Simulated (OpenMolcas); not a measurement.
## Re4+ in a point-charge field

Re4+ among 6 point charges of -1.36 e arranged as an octahedron (Oh), 1.85 Å from the ion.

| Property | Result |
| --- | --- |
| Program | OpenMolcas 26.06 |
| Method | CASSCF |
| Basis | ANO-RCC-VDZP [7s6p4d2f1g] |
| Scalar Hamiltonian | DKH2, point nucleus |
| Active space | 3 electrons in 5 orbitals (5d) |
| State averaging | 2S+1 = 4 even, 10 roots; 2S+1 = 2 even, 40 roots |
| Spin-orbit coupling | state interaction with AMFI integrals over the reference wave functions |

The lowest spin-free states (labels of O, the rotations of Oh), above the lowest:

```json
{"State": "4A2", "Degeneracy": "1", "E (cm-1)": "0.0", "Free-ion L (%)": "F (100)"}
{"State": "4T2", "Degeneracy": "3", "E (cm-1)": "13124", "Free-ion L (%)": "F (100)"}
{"State": "2E", "Degeneracy": "2", "E (cm-1)": "15289", "Free-ion L (%)": "G (64)"}
{"State": "2T1", "Degeneracy": "3", "E (cm-1)": "16043", "Free-ion L (%)": "G (43)"}
{"State": "4T1", "Degeneracy": "3", "E (cm-1)": "20227", "Free-ion L (%)": "F (69)"}
{"State": "2T2", "Degeneracy": "3", "E (cm-1)": "22108", "Free-ion L (%)": "D (46)"}
{"State": "2A1", "Degeneracy": "1", "E (cm-1)": "26017", "Free-ion L (%)": "G (100)"}
{"State": "2T2", "Degeneracy": "3", "E (cm-1)": "28793", "Free-ion L (%)": "G (58)"}
{"State": "2T1", "Degeneracy": "3", "E (cm-1)": "29146", "Free-ion L (%)": "H (52)"}
{"State": "2E", "Degeneracy": "2", "E (cm-1)": "30829", "Free-ion L (%)": "D (50)"}
{"State": "4T1", "Degeneracy": "3", "E (cm-1)": "31561", "Free-ion L (%)": "P (69)"}
{"State": "2T1", "Degeneracy": "3", "E (cm-1)": "34537", "Free-ion L (%)": "H (39)"}
{"State": "2T2", "Degeneracy": "3", "E (cm-1)": "40300", "Free-ion L (%)": "D (46)"}
{"State": "2A2", "Degeneracy": "1", "E (cm-1)": "42230", "Free-ion L (%)": "F (100)"}
{"State": "2T1", "Degeneracy": "3", "E (cm-1)": "42363", "Free-ion L (%)": "H (70)"}
{"State": "2T2", "Degeneracy": "3", "E (cm-1)": "45310", "Free-ion L (%)": "F (40)"}
{"State": "2E", "Degeneracy": "2", "E (cm-1)": "48633", "Free-ion L (%)": "D (53)"}
{"State": "2T1", "Degeneracy": "3", "E (cm-1)": "51206", "Free-ion L (%)": "F (76)"}
{"State": "2E", "Degeneracy": "2", "E (cm-1)": "66685", "Free-ion L (%)": "D (79)"}
{"State": "2T2", "Degeneracy": "3", "E (cm-1)": "68472", "Free-ion L (%)": "D (85)"}
```

The lowest levels with spin-orbit coupling:

```
E (cm-1)  Degeneracy  Label      2S+1               g
     0.0           4     Γ8         4                
   10326           4     Γ8  4 (63 %)                
   13579           2     Γ7         4  1.03 1.03 1.03
   14570           4     Γ8  2 (75 %)                
   14784           2     Γ6  4 (59 %)  1.95 1.95 1.95
   15467           4     Γ8  4 (89 %)                
   18275           4     Γ8  2 (55 %)                
   19437           2     Γ6  4 (51 %)  0.38 0.38 0.38
   19865           2     Γ7  4 (75 %)  0.61 0.61 0.61
   22808           2     Γ6  4 (60 %)  3.35 3.35 3.35
   23192           4     Γ8  4 (58 %)                
   26393           4     Γ8  4 (64 %)                
   28132           4     Γ8  2 (53 %)                
   28568           2     Γ6  2 (70 %)  0.82 0.82 0.82
   28801           2     Γ7  2 (75 %)  1.35 1.35 1.35
   29871           4     Γ8  2 (63 %)                
   31129           2     Γ7  2 (85 %)  0.06 0.06 0.06
   31446           4     Γ8  2 (77 %)                
   32429           2     Γ6  2 (76 %)  1.69 1.69 1.69
   34147           4     Γ8  4 (53 %)
```

Powder χT (cm3 K/mol): 0.535 at 2 K, 0.536 at 10 K, 0.542 at 50 K, 0.548 at 100 K, 0.562 at 200 K, 0.575 at 300 K. The effective moment at 300 K is 2.828 √(χT) = 2.14 μB.

The lowest level has 2S+1 = 4, for which the spin-only value is χT = S(S+1) / 2 = 1.875 cm3 K/mol (g = 2). The computed 0.575 at 300 K differs by -1.300, through orbital momentum, spin-orbit coupling and any other state in reach.

A least-squares ligand-field fit to the states below 45000 cm-1, each weighted by its degeneracy and with a free common offset, gives 10Dq = 13408 cm-1, B = 813 cm-1 and C = 3262 cm-1 (C/B = 4.01), with an rms deviation of 136 cm-1.

Without dynamic correlation the repulsion within the d shell is too large (B by tens of per cent), so at a given field states of lower spin stand too high. This field is weak: 10Dq is about 13408 cm-1, while octahedral complexes of 5d ions of charge 3 and more, computed by the same method with explicit ligands, had a median near 35000 cm-1. Ground spin and moment need not be those of a real site. Point charges carry no covalency, so the field is a model and not that of real ligands. No measured value stands beside these numbers.

The RASSCF and RASSI steps took 9.5 s on 1 thread of Arm Neoverse V2, on a shared host; the integral step is not counted.
